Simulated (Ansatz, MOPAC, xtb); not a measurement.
Spectroscopic constants of BeP-, multiplicity 3 (lowest of 2S+1 = 1, 3, 5 at CCSD(T)/def2-TZVPP on PBE0 minima; our sources give no spin for the ground state, which may be another).

The constants come from a fifth-degree fit in 1/R (seven points, main isotopes). In def2 and cc sets the state is the lowest found near the PBE0 minimum, followed along R.

The values were computed with Ansatz (Gaussian orbitals); MOPAC for PM6 (differences of heats of formation); xtb for the GFN methods. Each number belongs to the level named beside it. The GFN methods have no spin term and hold the electronic entropy of 300 K.

```csv
level,r_e (Å),ω_e (cm⁻¹),ω_e x_e (cm⁻¹),B_e (cm⁻¹)
PM6,1.883,815,2.3,0.681
GFN1-xTB,1.934,800,8.4,0.646
GFN2-xTB,1.992,704,8.4,0.609
SVWN5/def2-TZVPP,1.955,728,5.0,0.632
PBE/def2-TZVPP,1.973,711,5.0,0.620
r2SCAN/def2-TZVPP,1.967,727,5.0,0.624
B97M-V/def2-TZVPP,1.961,729,5.2,0.628
B3LYP/def2-TZVPP,1.962,720,5.5,0.627
PBE0/def2-TZVPP,1.960,735,5.2,0.629
BHLYP/def2-TZVPP,1.950,744,5.7,0.635
CAM-B3LYP/def2-TZVPP,1.946,746,5.5,0.638
wB97X-V/def2-TZVPP,1.955,745,5.3,0.632
wB97M-V/def2-TZVPP,1.948,744,5.8,0.637
B2PLYP/def2-TZVPP,1.965,723,5.1,0.625
CCSD/aug-cc-pV(T+d)Z,1.967,726,5.9,0.624
CCSD/def2-TZVPP,1.970,721,6.1,0.622
CCSD/def2-QZVPP,1.955,741,5.7,0.632
CCSD(T)/aug-cc-pV(T+d)Z,1.976,712,5.4,0.619
CCSD(T)/def2-TZVPP,1.979,705,5.5,0.616
CCSD(T)/def2-QZVPP,1.963,727,5.4,0.627
```

Correlated levels freeze the inner cores; with def2 sets outer-core shells near the valence are correlated too. The state reached by PM6 isn't checked.

Ansatz is a program for electronic structure.
